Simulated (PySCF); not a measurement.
# Dipole moment and polarisability of `[H]/N=C\CC(=C)CC`

Compound: C6H11N.
Cartesian coordinates in Å at the GFN2-xTB level; atoms count from 1:
```xyz
18
C6H11N angstrom
C      0.106    1.834   -1.020
C      0.025    0.679   -0.379
C      0.921   -0.485   -0.702
C      2.038   -0.646    0.332
C     -0.990    0.437    0.707
C     -2.072   -0.479    0.202
N     -2.460   -1.566    0.685
H      0.817    1.993   -1.812
H     -0.529    2.670   -0.779
H      1.369   -0.336   -1.686
H      0.326   -1.402   -0.734
H      1.631   -0.837    1.322
H      2.680   -1.481    0.062
H      2.643    0.256    0.378
H     -0.515   -0.005    1.587
H     -1.454    1.383    0.997
H     -2.568   -0.148   -0.707
H     -1.978   -1.859    1.536
```

Level: B3LYP/def2-SVPD (PySCF), static field, nuclei fixed, core orbitals frozen in the response. The polarisability tensor in these axes (au):

```
x    80.58   4.01  -3.43
y     4.01  90.10 -13.21
z    -3.43 -13.21  73.43
```

Give the principal values, the mean and the anisotropy Δα = √{½[(α1 − α2)² + (α2 − α3)² + (α1 − α3)²]}.

Principal values 66.06, 79.20 and 98.85 au; mean 81.37 au = 12.06 Å³ = 13.42 × 10⁻⁴⁰ C²·m²/J; Δα = 28.58 au (35 % of the mean).

What is the dipole moment, and where does it point?

(1.79, 1.27, 0.51) D, 2.25 D in size, pointing from the negative to the positive side. Measured along this direction, the outermost atoms are N7 at the negative end and H14 at the positive end.

How large is μ²/3kT at 250 K beside α?

In Gaussian units μ²/3kT = 49.10 Å³ against 12.06 Å³, a ratio of 4.07; the Debye molar polarisation (4π/3)N_A(α + μ²/3kT) is 154.3 cm³/mol, leaving out the vibrational part.

Traceless (Buckingham) quadrupole moment about the centre of nuclear charge: eigenvalues?

-12.93, 5.93, 7.00 D·Å. The values depend on the origin, since the dipole doesn't vanish. The electronic extent ⟨r²⟩ about the same centre is 939 bohr², a root-mean-square distance of 2.21 Å for the 54 electrons.

Along which axes do the principal values lie, and how far do the nuclei extend along each?

Largest value along (0.27, 0.84, -0.47), where the nuclei span 5.57 Å; middle along (0.96, -0.28, 0.06), 5.45 Å; least along (0.08, 0.47, 0.88), 2.95 Å. 

What depolarisation ratio follows for Rayleigh scattering of linearly polarised light, taking the static tensor?

ρ = 3Δα²/(45ᾱ² + 4Δα²) = 2451.1/(297941 + 3268.1) = 0.00814.

One conformer (not necessarily the lowest) at the GFN2-xTB geometry, without solvent, vibrations or thermal averaging.
